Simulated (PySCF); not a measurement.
ClGaH2. Atoms are numbered in the order given.

```xyz
4

Ga     0.0000     0.0000    -0.7101
H      0.0000    -1.4105    -1.3691
H      0.0000     1.4105    -1.3691
Cl     0.0000     0.0000     1.4560
```
Charge 0, spin multiplicity 1.

Geometry optimised at B3LYP-D3(BJ)/def2-TZVP.

The numbers are results of PBE/def2-TZVPD run with PySCF, not measurements.

Isolated molecule, no solvent.

Computed frontier levels, gap, dipole moment and polarisability:
The highest occupied level is -7.16 eV and the lowest empty level is -2.68 eV. The orbital gap is 4.48 eV and the dipole moment is 1.96 D. The quadrupole, principal values (traceless, Buckingham form, about the centre of nuclear charge) comes out as -2.17, -1.99, 4.16 D·Å. The mean static polarisability comes out as 46.7 bohr³ (6.92 Å³) and the polarisability, principal values comes out as 36.0, 46.4, 57.7 bohr³.
